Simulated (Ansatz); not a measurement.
Input and output for `[C]#C[SiH](C)F` radical.

```yaml
crystal:
  periodic: [false, false, false]
  atoms:
    - {symbol: C, position_ang: [-3.137624, -0.399333, 1.142659]}
    - {symbol: C, position_ang: [-1.980074, 0.093203, 0.631016]}
    - {symbol: Si, position_ang: [-0.188224, 0.782823, -0.081597]}
    - {symbol: C, position_ang: [1.179440, -0.763444, -0.208405]}
    - {symbol: F, position_ang: [-0.478972, 1.466093, -1.709057]}
    - {symbol: H, position_ang: [0.317738, 2.021601, 0.896433]}
    - {symbol: H, position_ang: [2.246018, -0.360408, -0.652588]}
    - {symbol: H, position_ang: [1.378628, -1.240666, 0.900991]}
    - {symbol: H, position_ang: [0.762305, -1.651500, -0.938604]}
basis:
  gaussian: {orbitals: STO-3G, fitting: {mean_field: def2-universal-jkfit}}
magnetization: {spin_polarized: false, initial_magnetization: 1}
hamiltonian: {xc: {name: PBE}, dispersion: d3bj}
accuracy: high
```

```sh
$ ansatz run in.yaml --threads 4 --pin off --events-out ev --progress --plain --max-ram 10444MiB
```

Output, abridged:

```
Functional definition: PBE
502 factors; integrals over basis functions are off by at most 7.5e-3 eV
mean field evaluation 1: about -13571.4646 eV, gradient 3.9e1 eV
mean field evaluation 2: about -13571.4623 eV, gradient 3.9e1 eV
mean field evaluation 4: about -13569.3352 eV, gradient 5.8e1 eV
mean field evaluation 8: about -13583.2098 eV, gradient 5.6e0 eV
mean field evaluation 16: about -13583.4343 eV, gradient 1.1e0 eV
mean field evaluation 32: about -13583.4663 eV, gradient 1.9e-8 eV
mean field -13583.46632439 eV, -499.1831802171 hartree, gradient 1.9e-8 eV, S^2 0.750000; 12 other end points of the search recorded, 0 dependent functions left out
reference -13583.46632669 eV, -499.1831803018 hartree; 23, 22 occupied and 10, 11 virtual orbitals, 502 factors
Total energy: -13583.63776126 eV, -499.1894804058 hartree
```

Run time 2.9 s (4 threads of an INTEL XEON PLATINUM 8581C on a shared host); peak host memory 0.2 GiB.
